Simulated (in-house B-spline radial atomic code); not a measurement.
The numbers below are computed, except where a source is named.
## Weak and strong correlation along the adiabatic connection

Two-electron singlets in several external potentials (atomic units), by full CI in B-splines with partial waves to l = 8 (correlation energies up to 0.6 % small). The repulsion is scaled by λ at fixed density; W(λ) is the mean repulsion less the Hartree energy, W(0) = E_x, and the area under W from 0 to 1 is E_xc.

Relative drop (W(λ) − E_x)/E_x:

| system | λ = 0.12 | λ = 0.25 | λ = 0.4 | λ = 0.6 | λ = 0.8 | λ = 1 |
| --- | --- | --- | --- | --- | --- | --- |
| −V exp(−r²/w²), V = 2.66, w = 4.11 | 0.0224 | 0.0440 | 0.0660 | 0.0914 | 0.1129 | 0.1314 |
| −Z/r, Z = 1.34, wall at 5.12 bohr | 0.0174 | 0.0347 | 0.0529 | 0.0746 | 0.0937 | 0.1108 |
| −Z/r, Z = 8.05, wall at 0.72 bohr | 0.0023 | 0.0047 | 0.0075 | 0.0111 | 0.0147 | 0.0182 |
| ω²r²/2 − Z/r, ω = 0.0337, Z = 3 | 0.0068 | 0.0139 | 0.0217 | 0.0318 | 0.0413 | 0.0503 |
| ω²r²/2 − Z/r, ω = 0.107, Z = 0.5 | 0.0340 | 0.0647 | 0.0941 | 0.1257 | 0.1511 | 0.1719 |
| −V exp(−r²/w²), V = 0.958, w = 10.3 | 0.0465 | 0.0860 | 0.1215 | 0.1571 | 0.1838 | 0.2045 |
| −Z exp(−kr)/r, Z = 2.38, k = 0.698 | 0.0104 | 0.0211 | 0.0327 | 0.0472 | 0.0607 | 0.0731 |

Order the systems by how far second-order (GL2) theory, half the initial slope (estimated from the first points of each curve), overshoots the correlation energy, least first.
A. −Z exp(−kr)/r, Z = 2.38, k = 0.698
B. −V exp(−r²/w²), V = 2.66, w = 4.11
C. −Z/r, Z = 8.05, wall at 0.72 bohr
D. −V exp(−r²/w²), V = 0.958, w = 10.3
E. ω²r²/2 − Z/r, ω = 0.107, Z = 0.5
F. ω²r²/2 − Z/r, ω = 0.0337, Z = 3
G. −Z/r, Z = 1.34, wall at 5.12 bohr

C (GL2/E_c = 1.03), F (GL2/E_c = 1.09), A (GL2/E_c = 1.14), G (GL2/E_c = 1.24), B (GL2/E_c = 1.32), E (GL2/E_c = 1.51), D (GL2/E_c = 1.70).

What else changes along this order?

The ratio follows the bend of the curve. With it the leading natural occupation goes from 1.999 to 1.846 and −T_c/E_c from 0.97 to 0.59 between the first and the last.
